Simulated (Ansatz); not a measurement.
Isomers of Hg$_{3}$Se$_{4}$ (singlet), relaxed with PBE-D4/def2-SVP; total energies from Ansatz at PBE0-D4/def2-TZVP.

```tsv
isomer	description	energy (Eh)
A	point group not assigned; 4 × Hg–Se 2.55 to 2.57 Å; 2 × Se–Se 2.38 Å	-10065.73154
B	point group C2; 6 × Hg–Se 2.51 to 2.52 Å; 1 × Se–Se 2.38 Å	-10065.77098
```

In the def2 sets Hg takes a core potential; there is no spin–orbit coupling.

The isomers come from a short search, and lower ones may exist.

Problem. Work out the relative energies (1 Eh = 2625.5 kJ/mol) and the Boltzmann populations at 1200 K from electronic energies alone (R = 8.314 J/mol/K).

Solution. ΔE: A 103.5, B 0.0 kJ/mol. RT = 9.98 kJ/mol. Factors exp(−ΔE/RT): A 3.13e-05, B 1; sum 1.000. Populations: A 0.0 %, B 100.0 %. Zero-point energy, vibrational entropy and symmetry numbers are left out and can shift these; an error of 4 kJ/mol changes a ratio by a factor of 1.5. Over the other density-functional and correlated levels in def2 sets, the gap between B and A ranges from 51 to 104 kJ/mol.
